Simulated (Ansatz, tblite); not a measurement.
Forces on GaSi₄ at its B3LYP-D4/def2-SVP geometry. The state is a doublet with charge 0.

The xTB rows come from tblite. The structure comes from a short search, and lower isomers may exist.

GFN1-xTB (tblite), largest force 0.59 eV/Å:

```xyz
5
positions Å, forces eV/Å
Ga   -0.806    0.374    2.422   -0.154    0.052   -0.527
Si   -0.328    0.993   -0.496   -0.102    0.359    0.458
Si    1.723    0.816   -1.520    0.352    0.190   -0.202
Si   -1.341   -1.032    0.300    0.008   -0.250    0.435
Si    0.751   -1.151   -0.707   -0.104   -0.352   -0.164
```

GFN2-xTB (tblite), largest force 1.11 eV/Å:

```
Ga -0.019 -0.115 -0.875
Si 0.202 1.071 0.232
Si -0.370 -0.228 0.208
Si 0.148 -0.426 0.422
Si 0.039 -0.302 0.014
```

PBE0-D4/def2-TZVP (Ansatz), largest force 0.55 eV/Å:

```
Ga 0.015 -0.066 -0.340
Si 0.187 -0.499 0.141
Si -0.256 -0.156 0.149
Si 0.289 0.256 -0.030
Si -0.234 0.465 0.080
```
